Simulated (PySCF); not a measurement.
SnI, SMILES [Sn+][I] (connectivity only; charge and spin as stated), charge +1, multiplicity 1. Heavy atoms are numbered as in [Sn+:1][I:2].

The structure is a stationary point at B3LYP-D3(BJ)/def2-TZVP. The spin state was assumed, not searched. The def2 effective core potentials stand for the cores of I, Sn; spin–orbit coupling is left out.

These are PBE0/def2-TZVPD run with PySCF values and carry that method's errors.

Mulliken values depend strongly on the basis, most of all with diffuse functions as here. ESP charges are fitted to the potential on shells at 1.4 to 2.0 van der Waals radii. Atomic charges (e), one atom of each kind:

| atom | ESP fit | Mulliken |
|---|---|---|
| Sn1 | 0.83 | 0.90 |
| I2 | 0.17 | 0.10 |
